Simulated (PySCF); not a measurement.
## Telling isomers of C6H15P3 apart by NMR

Theoretical values (PySCF): GIAO PBE0/pcSseg-1 shieldings, GFN2-xTB structure. Relativity neglected, one averaged value for each set of equivalent atoms, no solvent model, a single conformation.

Chemical shifts δ = σref − σ; TMS for 1H, 13C, all at this level. Splittings of carbon signals by F and P are missing where no couplings were computed. Where no couplings were computed, multiplicities follow the n + 1 count of equivalent neighbours, and m marks all less simple cases (inequivalent or close neighbours, rings, F or P nearby). Shifts are as computed. Against solution values, carbons near 30 ppm lie about +3 ppm off and those near 130 ppm about +5 ppm. Of 1211 compounds with measured shifts, 218 miss one by over three times the rms of a fit or turn the order of signals round; such compounds aren't used in these exercises.

(1) Tabulate the signals of `CCP1CCP(P)CC1`, `CP(C)P1CCPCC1` and their relative energies.

(2) What is the quickest way to tell CCP1CCP(P)CC1 from CP(C)P1CCPCC1?

Results:

(1) 
| SMILES | carbon types | δC | δH | E rel. (kcal/mol) |
| --- | --- | --- | --- | --- |
| CCP1CCP(P)CC1 | 5×CH2 1×CH3 | 30.7, 30.7, 29.6, 12.0 | 2.33 (m, 2H), 1.78 (m, 4H), 1.77 (m, 4H), 1.39 (m, 2H), 1.14 (m, 3H) | 5.2 |
| CP(C)P1CCPCC1 | 4×CH2 2×CH3 | 32.2, 21.4, 13.6 | 3.25 (m, 1H), 1.92 (m, 4H), 1.78 (m, 4H), 1.08 (m, 6H) | 0.0 |

Energies are electronic energies at PBE0/pcSseg-1 on these geometries, without zero-point or thermal terms, each for the one conformer computed, which needn't be the lowest.

(2) Count the carbon signals: 4 against 3. The first has an sp3 CH2 bonded to P at 29.6 ppm, the second an sp3 CH2 bonded to P at 21.4 ppm. Their most deshielded carbons lie at 30.7 and 32.2 ppm. In the proton spectra the most deshielded non-exchanging signals are 2.33 (m, 2H) and 3.25 (m, 1H).
